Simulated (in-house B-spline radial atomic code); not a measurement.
The numbers below are computed, except where a source is named.
Making a Troullier-Martins d channel for Sn, r_c = 0.89 bohr

Sn, [Kr] 4d10 5s2 5p2, non-relativistic PBE, spherical and spin-unpolarised, from an all-electron radial atomic-structure program (B-spline basis) (atomic units). The all-electron 4d level is ε = -1.002429 hartree, its outermost node lies just inside 0.40 bohr and its outer maximum at 0.89 bohr.

Inside r_c the pseudo-orbital is u(r) = r^3 exp(p(r)), with p = c0 + c2 r² + c4 r⁴ + … + c12 r¹². The seven coefficients follow from p and its first four derivatives at r_c, from zero curvature of the screened potential at the origin, c4 = −c2²/(2l + 5), and from the norm inside r_c. At r_c the all-electron orbital has P = 1.041781, P' = -0.03818836, the screened potential V = -7.161418, V' = 19.16665, V'' = -65.84971, and the norm inside is Q = 0.361524.

(1) What are p, p' and p'' at r_c?

For a trial c2 the five matching conditions are linear in c0, c6, c8, c10 and c12, and c2 is varied until the norm inside r_c equals Q. The root nearest zero gives:

| n | c_n |
| --- | --- |
| 0 | 2.348996 |
| 2 | -3.071888 |
| 4 | -1.048499 |
| 6 | 8.157697 |
| 8 | -13.70271 |
| 10 | 10.22676 |
| 12 | -2.900013 |

(2) Check c4 and p(r_c), and find the screened pseudopotential at the origin.

Orbitals and screened potentials:

| r (bohr) | P | u | V all-electron | V pseudo |
| --- | --- | --- | --- | --- |
| 0.089 | -0.2461 | 0.007207 | -386.4 | -22.49 |
| 0.222 | -0.537 | 0.09834 | -102.5 | -21.9 |
| 0.356 | -0.1349 | 0.3191 | -46.17 | -19.49 |
| 0.49 | 0.4094 | 0.5981 | -25.42 | -15.39 |
| 0.623 | 0.7973 | 0.8397 | -15.78 | -11.68 |
| 0.756 | 0.9929 | 0.9951 | -10.44 | -9.472 |
| 0.89 | 1.042 | 1.042 | -7.161 | -7.161 |

Logarithmic derivatives P'/P at R = 1.19 bohr, for energies E around ε:

```
E − ε (hartree)  all-electron     pseudo
           -0.5     -0.147699  -0.148483
          -0.25     -0.479898  -0.480123
           -0.1     -0.702513  -0.702538
              0     -0.862404  -0.862383
            0.1       -1.0327   -1.03273
           0.25      -1.31042   -1.31077
            0.5      -1.84607   -1.84796
```

(3) With P(R) = 0.8893814 and a norm of 0.6521909 inside R, what slope in energy does norm conservation fix?

## Answers

(1) p = ln(P/r_c^3) = ln(1.041781/0.704969) = 0.39053. p' = P'/P − 3/r_c = -0.03666 − 3.37079 = -3.40744. The radial equation gives p'' = 2(V − ε) − 2(3) p'/r_c − p'² = -12.31798 − (-22.97153) − 11.61067 = -0.95712. Differentiating, p''' = 2V' + 2(3)p'/r_c² − 2(3)p''/r_c − 2p'p'' = 12.452, and p'''' = 2V'' − 4(3)p'/r_c³ + 4(3)p''/r_c² − 2(3)p'''/r_c − 2p''² − 2p'p''' = -89.117.

(2) −c2²/9 = -1.0485, as listed. The terms c_n r_c^n are 2.34900, -2.43324, -0.65785, 4.05422, -5.39420, 3.18888, -0.71628, which sum to 0.39053. Inverting the radial equation, V_l(r) = ε + 3 p'/r + (p'' + p'²)/2, so V_l(0) = ε + (2l + 3) c2 = -1.002429 + 7 × (-3.07189) = -22.5056 hartree, finite where the all-electron potential diverges.

(3) d(P'/P)/dE = −2 × (norm inside R)/P(R)² = -1.6490 per hartree·bohr at E = ε, for both atoms, since orbital and norm agree at R. Differences over ±0.1 hartree give -1.6509 (all-electron) and -1.6510 (pseudo), which also hold third-order terms. Half a hartree below ε the two curves differ by -0.0008.
